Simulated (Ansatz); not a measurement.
Calculated with Ansatz (gas phase, PBE0-D4/def2-TZVP geometries, no zero-point term in ΔE). CCSD(T)/CBS adds triple-zeta CCSD(T) − MP2 to the extrapolated MP2 energy (def2 sets, frozen cores). Functionals use def2-TZVPP. B3LYP here is the variant with VWN-RPA as its local correlation; programs differ in this. HSE06 is defined as in plane-wave codes. For Br outer-core shells are correlated without core-valence functions, which leaves a few kJ/mol of doubt a bond. Scalar relativity is left out up to krypton. Each species was taken in one conformer, which may not be the lowest.

Reaction (ligand exchange at the Si–C bond): `F[CH]([AlH2])[SiH3]` + `[OH][Al]([OH])[Br]` → `[OH][Al]([Br])[O][SiH3]` + `F[CH2][AlH2]`

```json
{"level": "LDA (SPW92)", "ΔE (kJ/mol)": "-92.2", "difference from CCSD(T)/CBS": "22.1"}
{"level": "PBE-D4", "ΔE (kJ/mol)": "-93.9", "difference from CCSD(T)/CBS": "20.4"}
{"level": "revPBE-D4", "ΔE (kJ/mol)": "-92.3", "difference from CCSD(T)/CBS": "22.0"}
{"level": "BLYP-D4", "ΔE (kJ/mol)": "-107.2", "difference from CCSD(T)/CBS": "7.1"}
{"level": "r2SCAN-D4", "ΔE (kJ/mol)": "-108.2", "difference from CCSD(T)/CBS": "6.1"}
{"level": "B97M-V", "ΔE (kJ/mol)": "-116.0", "difference from CCSD(T)/CBS": "-1.7"}
{"level": "PBE0-D4", "ΔE (kJ/mol)": "-103.6", "difference from CCSD(T)/CBS": "10.7"}
{"level": "B3LYP-D4", "ΔE (kJ/mol)": "-114.5", "difference from CCSD(T)/CBS": "-0.2"}
{"level": "r2SCANh-D4", "ΔE (kJ/mol)": "-110.4", "difference from CCSD(T)/CBS": "3.9"}
{"level": "r2SCAN0-D4", "ΔE (kJ/mol)": "-113.4", "difference from CCSD(T)/CBS": "0.9"}
{"level": "HSE06-D4", "ΔE (kJ/mol)": "-103.3", "difference from CCSD(T)/CBS": "11.0"}
{"level": "BHLYP-D4", "ΔE (kJ/mol)": "-126.1", "difference from CCSD(T)/CBS": "-11.8"}
{"level": "CAM-B3LYP-D4", "ΔE (kJ/mol)": "-119.6", "difference from CCSD(T)/CBS": "-5.3"}
{"level": "ωB97X-V", "ΔE (kJ/mol)": "-112.7", "difference from CCSD(T)/CBS": "1.6"}
{"level": "ωB97M-V", "ΔE (kJ/mol)": "-111.1", "difference from CCSD(T)/CBS": "3.2"}
{"level": "B2PLYP", "ΔE (kJ/mol)": "-118.6", "difference from CCSD(T)/CBS": "-4.3"}
{"level": "PBE", "ΔE (kJ/mol)": "-95.4", "difference from CCSD(T)/CBS": "18.9"}
{"level": "BLYP", "ΔE (kJ/mol)": "-110.8", "difference from CCSD(T)/CBS": "3.5"}
{"level": "r2SCAN", "ΔE (kJ/mol)": "-108.4", "difference from CCSD(T)/CBS": "5.9"}
{"level": "B3LYP", "ΔE (kJ/mol)": "-117.1", "difference from CCSD(T)/CBS": "-2.8"}
{"level": "r2SCANh", "ΔE (kJ/mol)": "-110.5", "difference from CCSD(T)/CBS": "3.8"}
{"level": "r2SCAN0", "ΔE (kJ/mol)": "-113.5", "difference from CCSD(T)/CBS": "0.8"}
{"level": "HSE06", "ΔE (kJ/mol)": "-104.3", "difference from CCSD(T)/CBS": "10.0"}
{"level": "BHLYP", "ΔE (kJ/mol)": "-128.0", "difference from CCSD(T)/CBS": "-13.7"}
{"level": "CAM-B3LYP", "ΔE (kJ/mol)": "-120.6", "difference from CCSD(T)/CBS": "-6.3"}
{"level": "LC-ωPBE", "ΔE (kJ/mol)": "-109.3", "difference from CCSD(T)/CBS": "5.0"}
{"level": "RPA@PBE/def2-TZVPP", "ΔE (kJ/mol)": "-115.6", "difference from CCSD(T)/CBS": "-1.3"}
{"level": "HF/def2-SVP", "ΔE (kJ/mol)": "-139.4", "difference from CCSD(T)/CBS": "-25.1"}
{"level": "MP2/def2-SVP", "ΔE (kJ/mol)": "-116.7", "difference from CCSD(T)/CBS": "-2.4"}
{"level": "CCSD/def2-SVP", "ΔE (kJ/mol)": "-118.1", "difference from CCSD(T)/CBS": "-3.8"}
{"level": "CCSD(T)/def2-SVP", "ΔE (kJ/mol)": "-114.8", "difference from CCSD(T)/CBS": "-0.5"}
{"level": "HF/def2-TZVPP", "ΔE (kJ/mol)": "-143.3", "difference from CCSD(T)/CBS": "-29.0"}
{"level": "MP2/def2-TZVPP", "ΔE (kJ/mol)": "-117.5", "difference from CCSD(T)/CBS": "-3.2"}
{"level": "CCSD/def2-TZVPP", "ΔE (kJ/mol)": "-119.9", "difference from CCSD(T)/CBS": "-5.6"}
{"level": "CCSD(T)/def2-TZVPP", "ΔE (kJ/mol)": "-115.3", "difference from CCSD(T)/CBS": "-1.0"}
{"level": "HF/def2-QZVPP", "ΔE (kJ/mol)": "-145.5", "difference from CCSD(T)/CBS": "-31.2"}
{"level": "SCS-MP2/def2-QZVPP", "ΔE (kJ/mol)": "-122.8", "difference from CCSD(T)/CBS": "-8.5"}
{"level": "HF/CBS(def2)", "ΔE (kJ/mol)": "-145.8", "difference from CCSD(T)/CBS": "-31.5"}
{"level": "MP2/CBS(def2)", "ΔE (kJ/mol)": "-116.5", "difference from CCSD(T)/CBS": "-2.2"}
{"level": "CCSD/CBS(def2)", "ΔE (kJ/mol)": "-118.9", "difference from CCSD(T)/CBS": "-4.6"}
{"level": "CCSD(T)/CBS", "ΔE (kJ/mol)": "-114.3", "difference from CCSD(T)/CBS": "0"}
```

Largest T1 diagnostic among the species: 0.012.

In def2-TZVPP, CCSD(T) changes the Hartree–Fock value by +28.0 kJ/mol (the triples alone add +4.6 kJ/mol) and MP2 by +25.9 kJ/mol. From PBE to PBE0 (25 % exact exchange), in def2-TZVPP and without D4, ΔE moves by −9.2 kJ/mol.
